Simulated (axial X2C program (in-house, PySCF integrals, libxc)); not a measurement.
**BiC: properties at the nuclei**

Calculated with an in-house all-electron X2C program for linear molecules (integrals from PySCF): two-component X2C with atomic mean-field Coulomb and Gaunt terms, Gaussian nuclei, basis Bi dyall-cv3z, C dyall-v3z with contracted cores.

R = 2.101 Å (near the PBE0 minimum at charge 0 of the determinant lowest at the starting distance; the state shown can have its own minimum elsewhere).

Input and command:
```json
{"zs": [83, 6], "q": 0, "bas": ["dyall-cv3z", "dyall-v3z"], "r0": 2.08, "levels": ["PBE0", "HF", "r2SCAN", "B3LYP", "BHandHLYP"], "nst": 3}
```
```bash
python soeom.py task.json out
```

Keys: zs atomic numbers; q charge; bas basis sets; r0 starting distance in Å; levels methods; nst determinants followed.

Determinant lowest in the PBE0 search, Ω = 3/2 (⟨Sz⟩ = 0.61, ⟨Lz⟩ = 0.89 at PBE0), spin on the atoms Bi 0.02, C 0.59:

```json
{"level": "PBE0", "Eeff magnitude (GV/cm)": "5.29", "Ws magnitude Bi (kHz)": "6.41", "A∥/gI Bi (MHz)": "592", "qzz Bi (a.u.)": "-9.33", "A∥/gI C (MHz)": "2.72", "qzz C (a.u.)": "-0.61", "μ (D)": "-3.19"}
{"level": "HF", "Eeff magnitude (GV/cm)": "77.4", "Ws magnitude Bi (kHz)": "65.6", "A∥/gI Bi (MHz)": "-952", "qzz Bi (a.u.)": "-1.22", "A∥/gI C (MHz)": "20.5", "qzz C (a.u.)": "-0.03", "μ (D)": "-2.68"}
{"level": "r2SCAN", "Eeff magnitude (GV/cm)": "1.73", "Ws magnitude Bi (kHz)": "3.33", "A∥/gI Bi (MHz)": "921", "qzz Bi (a.u.)": "-10.23", "A∥/gI C (MHz)": "12.1", "qzz C (a.u.)": "-0.66", "μ (D)": "-3.11"}
{"level": "B3LYP", "Eeff magnitude (GV/cm)": "2.45", "Ws magnitude Bi (kHz)": "3.84", "A∥/gI Bi (MHz)": "559", "qzz Bi (a.u.)": "-8.89", "A∥/gI C (MHz)": "16.9", "qzz C (a.u.)": "-0.69", "μ (D)": "-3.15"}
{"level": "BHandHLYP", "Eeff magnitude (GV/cm)": "22.6", "Ws magnitude Bi (kHz)": "20.7", "A∥/gI Bi (MHz)": "161", "qzz Bi (a.u.)": "-7.56", "A∥/gI C (MHz)": "3.61", "qzz C (a.u.)": "-0.54", "μ (D)": "-3.22"}
```

Eeff is the effective electric field on the electron electric dipole moment in this Ω state and Ws the scalar–pseudoscalar constant of the nucleus named (defined with the proton number Z and per Ω); A∥ (defined per Ω) follows by multiplying with gI = μI/(I μN); qzz is the electric field gradient, eQq0 = 234.96 MHz × Q/barn × qzz; μ is positive if the C end (last atom) is positive. The operators were transformed with the bare-nucleus X2C matrices; with these basis sets, hyperfine constants and field gradients can be off by tens of per cent, and where levels differ in sign neither size nor sign is settled.

Each state is one determinant with collinear spin, which with several unpaired electrons need not be a pure state. Unrestricted Hartree–Fock can overshoot spin polarisation at the nuclei. With several open shells hyperfine constants can be off by a factor of several. Where Eeff spreads by more than a factor of two the levels disagree and none is to be relied on. At HF, r2SCAN a later determinant lies lower. States lie within half an eV, so the first need not be the ground state. Further determinants of the search, some of them spin-mixed, are not shown. Where a field gradient or hyperfine factor spreads by more than a factor of two over the levels, a constant derived from it is not to be relied on.
